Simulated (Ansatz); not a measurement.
Computed with Ansatz on PBE0-D4/def2-TZVP structures; ΔE is electronic, products minus reactants. CCSD(T)/CBS is the MP2 limit (def2-TZVPP, def2-QZVPP) plus CCSD(T) − MP2 in def2-TZVPP, frozen cores. This one scheme is used for every species. DFT in def2-TZVPP. B3LYP here is the variant with VWN-RPA as its local correlation; programs differ in this. For Ge, Se outer-core shells are correlated without core-valence functions, which leaves a few kJ/mol of doubt a bond. Scalar relativity is left out up to krypton. Each species was taken in one conformer, which may not be the lowest.

`B[Se][GeH3]` + `[OH][AlH][OH]` → `B[O][AlH][OH]` + `[GeH3][SeH]`  (ligand exchange at a B–Se bond)

`B[Se][GeH3]`:

Cartesian coordinates in Å:
```
B 0.975 -0.255 -1.544
Se -0.370 0.995 -1.040
Ge -0.776 0.233 1.168
H 1.363 -1.090 -0.787
H 1.404 -0.148 -2.650
H -1.659 -1.021 1.114
H -1.507 1.364 1.905
H 0.569 -0.078 1.834
```

`[OH][AlH][OH]`:

```xyz
6

O     1.413    0.202   -0.490
Al    0.034    0.326    0.481
O    -1.437   -0.438    0.142
H     1.495   -0.295   -1.301
H     0.124    1.201    1.776
H    -1.628   -0.996   -0.608
```

`B[O][AlH][OH]`:

Cartesian coordinates in Å:
```
B -0.811 1.604 -0.262
O -0.222 0.408 -0.277
Al 0.519 -1.103 -0.327
O 1.003 -1.864 1.096
H -2.011 1.675 -0.181
H -0.136 2.600 -0.325
H 0.761 -1.810 -1.700
H 0.896 -1.509 1.976
```

`[GeH3][SeH]`:

Cartesian coordinates in Å:
```
Ge -0.064 -0.357 -0.478
Se 0.930 1.277 0.899
H -1.465 0.092 -0.917
H 0.867 -0.472 -1.690
H -0.152 -1.699 0.263
H -0.116 1.160 1.923
```

**Question.** Is it downhill or uphill in electronic energy at CCSD(T)/CBS, and by how much? (Best estimate.)

**Answer.** Ansatz gave: Downhill: ΔE = -48.5 kJ/mol.

**Question.** What do these levels give: B3LYP-D4, r2SCAN0-D4, revPBE, r2SCAN0, MP2/def2-TZVPP, MP2/CBS(def2)? (Best estimate.)

**Answer.** Computed: B3LYP-D4 -59.7, r2SCAN0-D4 -54.6, revPBE -46.4, r2SCAN0 -55.0, MP2/def2-TZVPP -46.7, MP2/CBS(def2) -43.9 kJ/mol.

Largest T1 diagnostic among the species: 0.014.

At CCSD(T), def2-SVP lies −27.8 kJ/mol from the extrapolated value and def2-TZVPP −2.8 kJ/mol. The D4 term adds +3.5 kJ/mol with B3LYP and +1.7 kJ/mol with PBE0; it sums over pairs of atoms, weighted by their polarisabilities, and B3LYP, whose exchange is more repulsive, gets the larger term. In def2-TZVPP, CCSD(T) changes the Hartree–Fock value by +28.1 kJ/mol (the triples alone add +4.6 kJ/mol) and MP2 by +32.6 kJ/mol.
